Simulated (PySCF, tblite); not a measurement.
Isomers of C5H9ClO2Si. Method: GFN2-xTB as coded in tblite; computed harmonic values from a numerical Hessian at the method's own geometry, unscaled. Errors from tens to a few hundred cm⁻¹ against measured bands are possible. Modes of hydrogen on silicon can be 10 to 20 % off. One conformer each.

Electronic energies: PBE0/pcSseg-1 single points on the GFN2-xTB geometries (PySCF, gas phase).

```json
{"SMILES": "COCOC1=C([SiH2]Cl)C1", "electronic energy, lowest = 0 (kcal/mol)": "62.4"}
{"SMILES": "C=C[C@@H]1COC[Si@@H](Cl)O1", "electronic energy, lowest = 0 (kcal/mol)": "0.0"}
{"SMILES": "C[C@@H](Cl)/C(C=O)=C/O[SiH3]", "electronic energy, lowest = 0 (kcal/mol)": "30.1"}
{"SMILES": "O=C[C@@H]1C[C@]1(Cl)CO[SiH3]", "electronic energy, lowest = 0 (kcal/mol)": "41.0"}
```

How do GFN2-xTB zero-point energies change the relative energies?

```json
{"SMILES": "C=C[C@@H]1COC[Si@@H](Cl)O1", "ZPE (kcal/mol)": "83.5", "of it from modes above 1550 cm⁻¹": "39.9", "electronic (kcal/mol)": "0.0", "with ZPE, lowest = 0 (kcal/mol)": "0.0", "lowest mode (cm⁻¹)": "48", "rings": "1"}
{"SMILES": "C[C@@H](Cl)/C(C=O)=C/O[SiH3]", "ZPE (kcal/mol)": "78.8", "of it from modes above 1550 cm⁻¹": "37.7", "electronic (kcal/mol)": "30.1", "with ZPE, lowest = 0 (kcal/mol)": "25.5", "lowest mode (cm⁻¹)": "25", "rings": "0"}
{"SMILES": "O=C[C@@H]1C[C@]1(Cl)CO[SiH3]", "ZPE (kcal/mol)": "78.9", "of it from modes above 1550 cm⁻¹": "37.9", "electronic (kcal/mol)": "41.0", "with ZPE, lowest = 0 (kcal/mol)": "36.4", "lowest mode (cm⁻¹)": "29", "rings": "1"}
{"SMILES": "COCOC1=C([SiH2]Cl)C1", "ZPE (kcal/mol)": "80.3", "of it from modes above 1550 cm⁻¹": "38.9", "electronic (kcal/mol)": "62.4", "with ZPE, lowest = 0 (kcal/mol)": "59.3", "lowest mode (cm⁻¹)": "27", "rings": "1"}
```

The zero-point energies span 4.7 kcal/mol, from `C[C@@H](Cl)/C(C=O)=C/O[SiH3]` to `C=C[C@@H]1COC[Si@@H](Cl)O1`. The order is unchanged.

And how do the electronic energies of GFN2-xTB itself compare?

`C=C[C@@H]1COC[Si@@H](Cl)O1` 0.0; `C[C@@H](Cl)/C(C=O)=C/O[SiH3]` 17.8; `O=C[C@@H]1C[C@]1(Cl)CO[SiH3]` 25.8; `COCOC1=C([SiH2]Cl)C1` 59.9 kcal/mol, lowest = 0. Against the energies above, taken from the same isomer `C=C[C@@H]1COC[Si@@H](Cl)O1`, the largest difference is 15.2 kcal/mol.

What do entropy and thermal enthalpy add at 298.15 K and 1 bar (rigid rotor, harmonic oscillator, one conformer each)?

```tsv
SMILES	point group	symmetry number	S (cal/(mol K))	H − H(0) (kcal/mol)	ZPE + H − H(0) − TS (kcal/mol)
C=C[C@@H]1COC[Si@@H](Cl)O1	C1	1	99.2	6.87	60.7
C[C@@H](Cl)/C(C=O)=C/O[SiH3]	C1	1	107.1	7.74	54.6
O=C[C@@H]1C[C@]1(Cl)CO[SiH3]	C1	1	106.9	7.61	54.6
COCOC1=C([SiH2]Cl)C1	C1	1	109.6	7.90	55.5
```
